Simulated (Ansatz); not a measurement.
Reaction (cleavage of the B–Si bond): `NB(F)[SiH3]` + CH₃SH → `CSB(N)F` + SiH₄

Gas-phase electronic energies from Ansatz, PBE0-D4/def2-TZVP geometries. CBS: MP2 limit from def2 TZ/QZ plus the TZ coupled-cluster correction, frozen cores. This one scheme is used for every species. DFT in def2-TZVPP. B3LYP here is the variant with VWN-RPA as its local correlation; programs differ in this. Each species was taken in one conformer, which may not be the lowest.

(1) Is it downhill or uphill in electronic energy at CCSD(T)/CBS, and by how much? (An estimate is asked.)

(2) What do these levels give: PBE0-D4, B3LYP-D4, PBE0, MP2/def2-QZVPP, SCS-MP2/def2-QZVPP, MP2/CBS(def2)? (Best estimate.)

Largest T1 diagnostic among the species: 0.013.

Answers

(1) Ansatz gave: Downhill: ΔE = -18.7 kcal/mol.

(2) Ansatz gave: PBE0-D4 -18.1, B3LYP-D4 -18.6, PBE0 -17.7, MP2/def2-QZVPP -20.7, SCS-MP2/def2-QZVPP -19.9, MP2/CBS(def2) -20.7 kcal/mol.

From PBE to PBE0 (25 % exact exchange), in def2-TZVPP and without D4, ΔE moves by −1.0 kcal/mol. The D4 term adds −0.8 kcal/mol with B3LYP and −0.4 kcal/mol with PBE0; it sums over pairs of atoms, weighted by their polarisabilities, and B3LYP, whose exchange is more repulsive, gets the larger term.
